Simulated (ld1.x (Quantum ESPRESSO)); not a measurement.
**Which setting gave this result? (C, PAW)**

Base potential:

| Quantity | Value |
| --- | --- |
| Element | carbon (C) |
| Generator | ld1.x (Quantum ESPRESSO) 7.5 |
| Type | PAW |
| Functional | PBE |
| Relativity | non-relativistic |
| Frozen core | [He] |
| Valence charge | 4 |
| Reference configuration | 2s2 2p2 |
| Partial waves | 2s (bound): rcut 1.10, rcutus 1.25 bohr; 2s channel at -0.35 Ry: rcut 1.10, rcutus 1.25 bohr; 2p (bound): rcut 1.60, rcutus 1.95 bohr; 2p channel at 0.2 Ry: rcut 1.60, rcutus 1.95 bohr |
| Local potential | all-electron potential smoothed inside 0.95 bohr (lloc = -1) |
| Core correction | Bessel-smoothed model core inside 0.80 bohr |
| Augmentation charge | PSQ, radius 1.00 bohr |

Cutoffs, loose and tight: the cutoffs (Ry, on a coarse ladder) from which the occupation-weighted sum of valence levels, in a spherical-Bessel basis at the reference potential, stays within 10 and 1 mRy of its value at 400 Ry. They do not see the model core or the augmentation charge, which bear on the density cutoff. Test errors are all-electron minus pseudo excitation energies from the reference, over the configurations 2s2 2p1; 2s2 2p0; 2s1 2p0; 2s2 2p2.3; 2s1 2p3; 2s1 2p2; 2s0 2p4; variants that change the core or the reference have their own tests.

Only the p radius is moved (2 further runs of the sweep failed or gave no value and are left out):

| p radius (bohr) | cutoff, loose | cutoff, tight | bound ghosts | largest test error (meV) |
| --- | --- | --- | --- | --- |
| 1.24 | 35 Ry | 50 Ry | none | -8.0 |
| 1.7 | 21 Ry | 30 Ry | none | -7.3 |
| 1.92 | 18 Ry | 21 Ry | none | -7.4 |
| 2.18 | 12 Ry | 18 Ry | none | -7.5 |
| 2.46 | 10 Ry | 18 Ry | none | -8.3 |

Problem. One more run gave cutoff, loose: 30 Ry; cutoff, tight: 35 Ry; bound ghosts: none; largest test error (meV): -7.0. Which value of the p radius was used?

Solution. 1.48 bohr. The loose cutoff moves one way along this sweep, from 35 Ry at 1.24 to 10 Ry at 2.46 bohr, which places the run between 1.24 and 1.7 bohr.
